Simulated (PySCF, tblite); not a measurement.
Species: C6H8NOSi (doublet state).
SMILES: `[H]/N=C\C1=CC=C([SiH2][CH2])O1`

Jobs on this species (17 atoms, 73 electrons) with PySCF (density fitting) and tblite. Hardware of each: an Intel Xeon at 2.50 GHz with one thread, no GPU, on a shared host. Times come from a shared host and carry two figures at best.

Problem. Rank these jobs by wall time, shortest first.
A. GFN2-xTB; L-BFGS relaxation
B. GFN2-xTB; Hessian by finite differences
C. UKS B3LYP, pcH-1 on C H N O Si, non-relativistic, mean-field spin-orbit, GIAO; unrestricted SCF, g, hyperfine, density and orbital grids written; 315 basis functions

Solution. B (2.3 s), A (4.7 s), C (4.4 min).

All jobs:

| level and settings | work | basis functions | SCF cycles | wall time |
| --- | --- | --- | --- | --- |
| GFN2-xTB | Hessian by finite differences | – | – | 2.3 s |
| GFN2-xTB | L-BFGS relaxation | – | – | 4.7 s |
| UKS B3LYP, pcH-1 on C H N O Si, non-relativistic, mean-field spin-orbit, GIAO | unrestricted SCF, g, hyperfine, density and orbital grids written | 315 | 13 | 4.4 min |

Problem. What do all jobs in the table cost together?

Solution. About 4.5 min; the longest takes about 97 % of that, and about 110 times as long as the shortest.
